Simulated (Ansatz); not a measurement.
Species: HCl3Sn, SMILES `[Cl][SnH]([Cl])[Cl]` (charge 0, multiplicity 1).

### Question
Give a relaxed geometry from B3LYP-D3(BJ)/def2-TZVP in Ansatz (a program for electronic structure).

### Answer
the end point of this relaxation (outside a Z-matrix the atoms follow the SMILES, hydrogens last).
Bond lengths (Å): Cl1–Sn2 2.321, Sn2–Cl3 2.321, Sn2–Cl4 2.321, Sn2–H5 1.696. Angles (°): Cl1–Sn2–Cl3 107.5, Cl1–Sn2–Cl4 107.5, Cl1–Sn2–H5 111.4, Cl3–Sn2–Cl4 107.5, Cl3–Sn2–H5 111.4, Cl4–Sn2–H5 111.4.
